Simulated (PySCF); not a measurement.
Cartesian coordinates (Å):
```xyz
13

Mo    -0.0609     0.0425     0.0875
F     -0.7349     1.6352     0.8641
F     -0.0853     0.9758    -1.5496
F      0.5320    -0.4061     1.8192
N     -1.9533    -0.4889     0.2125
H     -2.4523    -1.3444    -0.0536
H     -2.6009     0.2031     0.6141
N     -0.0056    -1.7735    -0.6676
H     -0.8061    -2.4049    -0.7778
H      0.8491    -2.2203    -1.0115
N      1.8823     0.0848    -0.2549
H      2.5633    -0.3849     0.3572
H      2.2749     0.2541    -1.1910
```
Charge 0, spin multiplicity 1.

What LUMO, total energy, dipole moment, charge on the central atom (Mulliken) and HOMO–LUMO gap does PySCF with TPSSh-D3(BJ)/def2-TZVP // BP86-D3(BJ)/def2-SVP give?


The LUMO is -3.51 eV. The total energy is -14584.88 eV and the dipole moment is 0.974 e·Å. The charge on the central atom (Mulliken) comes out as 1.62 e and the HOMO–LUMO gap comes out as 3.71 eV.
